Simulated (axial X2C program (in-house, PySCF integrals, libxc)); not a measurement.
Low determinants of CaTi at the PBE0 level, without spin–orbit coupling

Computed with an axial X2C code built on PySCF integrals. Spin-free means the one-electron spin-free X2C Hamiltonian. Basis: Ti dyall-cv3z [10s10p6d4f2g], Ca dyall-cv3z [11s12p6d4f] (cores contracted in-house); Gaussian nuclei, density fitting, unrestricted open shells. Masses: Ti 47.948 u, Ca 39.963 u.

Search at 3.188 Å (vertical energies from the lowest determinant):

| ΔE (eV) | state | electrons beyond evenly filled partner blocks | electrons in σ, π, δ, φ |
| --- | --- | --- | --- |
| 0.00 | M_S = 2, Λ = 2 | σα, π+α, π-α, δ+α | 23 18 1 0 |
| 0.14 | M_S = 2, Λ = 3 | 2 × σα, π+α, δ+α | 24 17 1 0 |
| 0.24 | M_S = 1, Λ = 2 | σβ, π+α, π-α, δ+α | 23 18 1 0 |
| 0.25 | M_S = 2, Λ = 1 | 2 × σα, π-α, δ+α | 24 17 1 0 |
| 0.31 | M_S = 2, Λ = 0 | 2 × σα, δ+α, δ-α | 24 16 2 0 |
| 0.35 | M_S = 1, Λ = 3 | π+α, δ+α | 24 17 1 0 |
| 0.41 | M_S = 1, Λ = 0 | π+α, π-α | 24 18 0 0 |

Lowest determinant, M_S = 2, Λ = 2 (beyond evenly filled blocks: σα, π+α, π-α, δ+α): Re = 3.184 Å, ωe = 141.2 cm⁻¹.

The determinant in row 2 of the search, M_S = 2, Λ = 3 (beyond evenly filled blocks: 2 × σα, π+α, δ+α), was followed along the bond at PBE0; measured from the minimum of the lowest determinant it gives:

Te = 0.141 eV (1137 cm⁻¹), Re = 3.205 Å, ωe = 146.4 cm⁻¹.

(1) Compare the bond of the determinant in row 2 with that of the lowest one.

The search compares states at one distance, so a state with another bond length can lie lower; it is not exhaustive and yields mostly the lowest determinant of each block pattern, so other components and higher states of one pattern are missing. These are energies of single determinants, not of spin-adapted states; PBE0 term energies can be off by some tenths of an eV, and the functional has no current term. The lowest determinant need not be the ground state where others lie within half an eV.

Answers

(1) At PBE0 its Re is 0.021 Å longer and its force constant, which goes as ωe², is 1.08 times that of the lowest determinant. T0 ≈ Te + Δωe/2 = 1137 + (3) = 1140 cm⁻¹.
